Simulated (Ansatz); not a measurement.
```xyz
14

Si   -0.0039   -2.1485   -1.0876
Ge    1.5286   -0.4659   -0.3937
Si    0.5322    0.9175    1.2672
Ge   -1.5209    1.8026    0.4545
H    -0.4420   -2.9456    0.0888
H    -1.1982   -1.5080   -1.6996
H     0.6170   -3.0610   -2.0837
H     2.8167   -1.1139    0.1492
H     1.9157    0.4024   -1.6063
H     0.2657    0.1026    2.4846
H     1.4487    2.0298    1.6412
H    -2.5051    0.6571    0.1613
H    -2.1691    2.7518    1.4764
H    -1.2855    2.5792   -0.8523
```

Total charge 0; spin multiplicity 1.

List the PBE0/def2-TZVPP orbital energies in eV (the Gaussian-basis code of Ansatz). (An estimate is asked.)

Ansatz gave: Occupied: -10859.84, -10859.83, -1802.74, -1802.65, -1358.14, -1358.13, -1207.95, -1207.94, -1207.94, -1207.94, -1207.94, -1207.93, -170.84, -170.83, -145.09, -145.01, -120.63, -120.63, -120.62, -120.61, -120.60, -120.60, -99.74, -99.73, -99.73, -99.67, -99.65, -99.65, -33.47, -33.47, -33.44, -33.44, -33.43, -33.41, -33.40, -33.39, -33.38, -33.37, -16.62, -15.74, -14.60, -13.54, -10.40, -10.28, -10.00, -9.71, -9.49, -9.46, -8.83, -8.17, -7.81. Lowest empty: -0.19, -0.17, 0.12, 0.36, 0.41, 0.71, 1.12, 1.21.
